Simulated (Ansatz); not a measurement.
Ansatz (an electronic-structure program) input (B3LYP-D3(BJ)/def2-TZVP):

Ansatz 0.2 input:
```yaml
crystal:
  periodic: [false, false, false]
  atoms:
    - {symbol: C, position_ang: [-1.32084551, 0.53347722, -0.08015804]}
    - {symbol: C, position_ang: [-0.70304808, -0.82184970, -0.05586464]}
    - {symbol: C, position_ang: [0.61316900, -0.88201137, 0.01954781]}
    - {symbol: C, position_ang: [1.35036238, 0.41131716, 0.07290982]}
    - {symbol: S, position_ang: [0.07062676, 1.71936571, 0.01665472]}
    - {symbol: H, position_ang: [-1.87784399, 0.71509880, -1.00165562]}
    - {symbol: H, position_ang: [-1.98618064, 0.69800246, 0.76986147]}
    - {symbol: H, position_ang: [-1.35209814, -1.68124349, -0.10081545]}
    - {symbol: H, position_ang: [1.18216589, -1.79710114, 0.04436609]}
    - {symbol: H, position_ang: [1.92668020, 0.51914431, 0.99386322]}
    - {symbol: H, position_ang: [2.02291542, 0.53659620, -0.77817876]}
basis:
  gaussian:
    orbitals: def2-TZVP
hamiltonian:
  xc: b3lyp
  dispersion: d3bj
relax: {f_tol: 0.002, max_steps: 150}
```

End of the output:

```
relax step   4: F+E_penalty+E_count = -15083.62581896 eV  Δ(F+E_penalty+E_count) = +1.475e-4 eV  max|allowed force component| = 8.346e-2 eV/Å  Δτ_max = 0.0056 Å  (32 SCF iters, rejected (line search))
these checks for a lower state are left out or cut short: starts, cluster_reference, orbital_swaps, neighbouring_geometries, increment
integrals: 0.12 GiB planned
1255 factors; their error is unknown
mean field: 1.08 GiB planned
mean field -15083.14877186 eV, -554.2954936403 hartree, gradient 1.7e-5 eV, S^2 0.000000; 0 other end points of the search recorded, 0 dependent functions left out
the calculation of the forces begins
reference -15083.14903195 eV, -554.2955031987 hartree; 23, 23 occupied and 174, 174 virtual orbitals, 1255 factors
relax step   5: F+E_penalty+E_count = -15083.62614036 eV  Δ(F+E_penalty+E_count) = -1.739e-4 eV  max|allowed force component| = 1.156e-2 eV/Å  Δτ_max = 0.0028 Å  (32 SCF iters, accepted)
these checks for a lower state are left out or cut short: starts, cluster_reference, orbital_swaps, neighbouring_geometries, increment
integrals: 0.12 GiB planned
1255 factors; their error is unknown
mean field: 1.08 GiB planned
mean field -15083.14878848 eV, -554.2954942512 hartree, gradient 1.6e-5 eV, S^2 0.000000; 0 other end points of the search recorded, 0 dependent functions left out
the calculation of the forces begins
reference -15083.14904858 eV, -554.2955038096 hartree; 23, 23 occupied and 174, 174 virtual orbitals, 1255 factors
relax step   6: F+E_penalty+E_count = -15083.62616598 eV  Δ(F+E_penalty+E_count) = -2.561e-5 eV  max|allowed force component| = 5.952e-3 eV/Å  Δτ_max = 0.0022 Å  (33 SCF iters, accepted)
these checks for a lower state are left out or cut short: starts, cluster_reference, orbital_swaps, neighbouring_geometries, increment
integrals: 0.12 GiB planned
1255 factors; their error is unknown
mean field: 1.08 GiB planned
mean field -15083.14879392 eV, -554.2954944512 hartree, gradient 1.6e-5 eV, S^2 0.000000; 0 other end points of the search recorded, 0 dependent functions left out
the calculation of the forces begins
reference -15083.14905402 eV, -554.2955040095 hartree; 23, 23 occupied and 174, 174 virtual orbitals, 1255 factors
relax step   7: F+E_penalty+E_count = -15083.62616727 eV  Δ(F+E_penalty+E_count) = -1.291e-6 eV  max|allowed force component| = 5.888e-4 eV/Å  Δτ_max = 0.0002 Å  (32 SCF iters, accepted)
integrals: 0.12 GiB planned
1255 factors; their error is unknown
mean field: 1.08 GiB planned
mean field evaluation 64: about -15083.1483 eV, gradient 5.5e-1 eV
mean field -15083.14879392 eV, -554.2954944512 hartree, gradient 1.5e-5 eV, S^2 0.000000; 1 other end points of the search recorded, 0 dependent functions left out
the calculation of the forces begins
reference -15083.14905402 eV, -554.2955040095 hartree; 23, 23 occupied and 174, 174 virtual orbitals, 1255 factors
Total energy: -15083.62642736 eV, -554.3130471564 hartree
Atom 0 at    -1.328336     0.543672    -0.080339 Å, force    -0.000081     0.000506     0.000109 eV/Å
Atom 1 at    -0.705588    -0.818220    -0.056622 Å, force     0.000559    -0.000101     0.000060 eV/Å
Atom 2 at     0.616044    -0.878656     0.019059 Å, force    -0.000589    -0.000052     0.000450 eV/Å
Atom 3 at     1.358729     0.420796     0.073582 Å, force     0.000129     0.000501    -0.000186 eV/Å
Atom 4 at     0.071419     1.731697     0.012573 Å, force     0.000013    -0.000128    -0.000407 eV/Å
Atom 5 at    -1.899275     0.713522    -0.996008 Å, force    -0.000029    -0.000114     0.000076 eV/Å
Atom 6 at    -2.002153     0.697297     0.765597 Å, force    -0.000033    -0.000302     0.000050 eV/Å
Atom 7 at    -1.337043    -1.697491    -0.101033 Å, force    -0.000191     0.000069    -0.000140 eV/Å
Atom 8 at     1.165824    -1.811945     0.042327 Å, force     0.000215     0.000049    -0.000187 eV/Å
Atom 9 at     1.942937     0.516892     0.991570 Å, force    -0.000065    -0.000349     0.000070 eV/Å
Atom 10 at     2.043345     0.533233    -0.770176 Å, force     0.000073    -0.000077     0.000106 eV/Å
Dipole moment:    -0.016589    -0.368641    -0.004694 e Å
```
